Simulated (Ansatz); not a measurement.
Basis-set extrapolation for CH₄AlClFNSi (`N=[C](Cl)[Al]([F])[SiH3]`) (PBE0-D4/def2-TZVP geometry, frozen core, Ansatz). Multiplicity 1, RHF reference.

```csv
,def2-TZVPP,def2-QZVPP
HF,-1184.603571,-1184.641454
MP2 correlation,-0.991752,-1.074996
CCSD(T) correlation,-1.084300,not run
```

Energies in hartree. Use E(X) = E(∞) + A·exp(−7.88·√X) for Hartree–Fock and E(X) = E(∞) + B·X^(−2.97) for correlation, with X = 3 and 4, and add CCSD(T) minus MP2 of the smaller set to the MP2 limit.

Problem. What is the CCSD(T) energy at the basis-set limit?

Solution. HF limit: -1184.641454 + (-0.037883) × 0.13774 = -1184.64667. MP2 limit: -1.074996 + (-0.083244) × 0.74074 = -1.13666. Higher-order term: -1.084300 − (-0.991752) = -0.09255. Total: -1185.87588 hartree, 493.6 kJ/mol below CCSD(T)/def2-TZVPP.
